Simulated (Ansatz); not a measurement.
`[CH3][Ti]([F])([F])[F]` + HCl → `[F][Ti]([F])([F])[Cl]` + CH₄ at 400 K and 1 bar (ligand exchange at a Ti–C bond).

Calculated with Ansatz (gas phase, PBE0-D4/def2-TZVP geometries, no zero-point term in ΔE). CBS: MP2 limit from def2 TZ/QZ plus the TZ coupled-cluster correction, frozen cores. This one scheme is used for every species. For Ti outer-core shells are correlated without core-valence functions, which leaves a few kJ/mol of doubt a bond. Scalar relativity is left out up to krypton.

```tsv
species	CCSD(T)/CBS energy (Eh)	H − E (kJ/mol)	S (J/(mol·K))
`[CH3][Ti]([F])([F])[F]`	-1188.36791	142.8	375.6
HCl	-460.38127	29.6	195.4
`[F][Ti]([F])([F])[Cl]`	-1608.34854	50.7	355.9
CH₄	-40.46206	131.3	197.2
```

H − E and S are ideal-gas, rigid-rotor, harmonic terms from PBE0-D4/def2-TZVP. 1 Eh = 2625.50 kJ/mol, R = 8.31446 J/(mol·K).

Q: By hand: ΔE, ΔH, ΔS and ΔG.

A: ΔE = (-1608.34854) + (-40.46206) − (-1188.36791) − (-460.38127) = -0.06142 Eh = -161.3 kJ/mol. Δ(H − E) = 50.7 + 131.3 − 142.8 − 29.6 = 9.6, so ΔH = -151.7 kJ/mol. ΔS = 355.9 + 197.2 − 375.6 − 195.4 = -17.9 J/(mol·K). ΔG = -151.7 − 400 × (-17.9)/1000 = -144.5 kJ/mol.

Q: By hand: the equilibrium constant, and the temperature at which ΔG would vanish if ΔH and ΔS stayed fixed.

A: log₁₀ K = −ΔG/(RT ln 10) = 18.9. ΔG = 0 at ΔH/ΔS = 8475 K, far beyond where these terms or the molecules hold.

ΔH outweighs TΔS. A doubt of 5 kJ/mol in ΔE shifts log₁₀ K by 0.7 here. These are equilibria of isolated gas molecules and say nothing of rates. Largest T1 diagnostic: 0.024 (customary marks: 0.02 for closed shells, 0.045 for open ones).
